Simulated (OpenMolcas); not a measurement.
As I: effect of the level shift or regulariser

```yaml
Program: OpenMolcas 26.06
Basis: ANO-RCC-VTZP [6s5p3d1f]
Scalar_Hamiltonian: DKH2, point nucleus
Active_space: 3 electrons in 3 orbitals (4p)
State_averaging: 2S+1 = 4 odd, 1 root; 2S+1 = 2 odd, 8 roots
Spin-orbit_coupling: RASSI with atomic mean-field integrals over the reference wave functions, term energies averaged over their components
```

Methods on the same reference wave functions:
A. CASSCF
B. SS-CASPT2, IPEA 0.25 Eh, imaginary shift 0.1 Eh (closed shells correlated: 3d 4s)
C. SS-CASPT2, IPEA 0.25 Eh, real shift 0.2 Eh (closed shells correlated: 3d 4s)
D. SS-CASPT2, IPEA 0.25 Eh, sigma2 regulariser 0.3 Eh (closed shells correlated: 3d 4s)

Energies in cm-1 above 4s2 4p3 4S* 3/2, the measured ground level; measured values from NIST Handbook of Basic Atomic Spectroscopic Data.

| Level | A | B | C | D | Measured |
| --- | --- | --- | --- | --- | --- |
| 4s2 4p3 4S* 3/2 | 0.0 | 0.0 | 0.0 | 0.0 | 0.0 |
| 4s2 4p3 2D* 3/2 | 14532 | 11600 | 11670 | 11600 | 10593 |
| 4s2 4p3 2D* 5/2 | 14712 | 11810 | 11880 | 11810 | 10915 |
| 4s2 4p3 2P* 1/2 | 24284 | 19890 | 19990 | 19900 | 18186 |
| 4s2 4p3 2P* 3/2 | 24525 | 20170 | 20280 | 20180 | 18648 |

Deviations, from unrounded energies. A percentage is the sum of absolute deviations over the sum of measured energies, with the sign that they share, or ± where signs differ.

```csv
Against measurement,Levels,A,B,C,D
mean absolute deviation (cm-1),4,4900,1300,1400,1300
other terms of the ground configuration (%),4,+33.8,+8.8,+9.4,+8.8
```

B, D lie about equally close to measurement and A furthest from it. The largest miss of B in the table is 4s2 4p3 2P* 1/2, by +1700 cm-1. The ranking rests on the paired levels alone, and a cruder setting can come out closer through cancelling errors.

Among B to D the level of the table that moves most is 4s2 4p3 2P* 1/2, by 100 cm-1 (lowest in B, highest in C). Moves below CASPT2's spread within the term are not significant.

The mean deviations of B to D differ by less than CASPT2's widest spread within a term (180 cm-1), so their order carries little weight.

From A to B the spin-free energies of the other terms of 4s2 4p3 shown, above 4S*, scale by factors of 0.80 to 0.82.

The lowest spin-free term lies below A's lowest term by 0.124 hartree in B, 0.123 hartree in C, 0.124 hartree in D.

CASPT2 does not keep the components of a term degenerate, so their means are used; among the terms shown or strongly mixed into the levels shown the widest spread is 180 cm-1 (4s2 4p3 2D*, D). With the s shell closed, the reference lacks s² → p² mixing. Without dynamic correlation excited terms often stand tens of per cent too high (terms of higher spin than the ground term too low), and those without a measured partner can miss by more than the paired ones (holds for A). Measured partners are found by configuration, term and J. A level has none where our copy of the source lacks it or the pairing is in doubt (some pairs that miss far off the trend of their configuration count as doubtful), and it then counts in no deviation. Only configurations of the active space appear.

* marks odd parity.
